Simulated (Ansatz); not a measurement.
Consider the formal exchange of groups at the In–Br bond: `[SH][In]([Br])[Br]` + CH₄ → `[CH3][In]([SH])[Br]` + HBr.

Isolated molecules relaxed with PBE0-D4/def2-TZVP in Ansatz; ΔE leaves out vibrations. CBS: MP2 limit from def2 TZ/QZ plus the TZ coupled-cluster correction, frozen cores. This one scheme is used for every species. Functionals use def2-TZVPP. Elements past krypton have def2 core potentials. For Br, In outer-core shells are correlated without core-valence functions, which leaves a few kJ/mol of doubt a bond. Scalar relativity is left out up to krypton. One conformer a species, not always the lowest.

(1) Is it downhill or uphill in electronic energy at CCSD(T)/CBS, and by how much? (An estimate is asked.)

(2) What do these levels give: BLYP-D4, r2SCAN0-D4, B2PLYP, PBE-QIDH, BLYP, r2SCANh, CAM-B3LYP, LC-ωPBE, HF/def2-SVP, SCS-MP2/def2-TZVPP, HF/def2-QZVPP, SCS-MP2/def2-QZVPP? (Estimate.)

Largest T1 diagnostic among the species: 0.011.

## Answers

(1) Computed: Uphill: ΔE = +142.0 kJ/mol.

(2) The calculation gave: BLYP-D4 141.0, r2SCAN0-D4 147.7, B2PLYP 143.9, PBE-QIDH 144.4, BLYP 140.6, r2SCANh 146.1, CAM-B3LYP 142.2, LC-ωPBE 138.9, HF/def2-SVP 165.1, SCS-MP2/def2-TZVPP 139.8, HF/def2-QZVPP 165.5, SCS-MP2/def2-QZVPP 142.6 kJ/mol.

At CCSD(T), def2-SVP lies +6.8 kJ/mol from the extrapolated value and def2-TZVPP −5.8 kJ/mol. Leaving LDA and LC-ωPBE aside and taking each functional with its dispersion term where it has one, the values, not all of them listed here, spread over 17.2 kJ/mol, from PBE-D4 to BHLYP-D4. LDA lies −8.9 kJ/mol from PBE without D4.
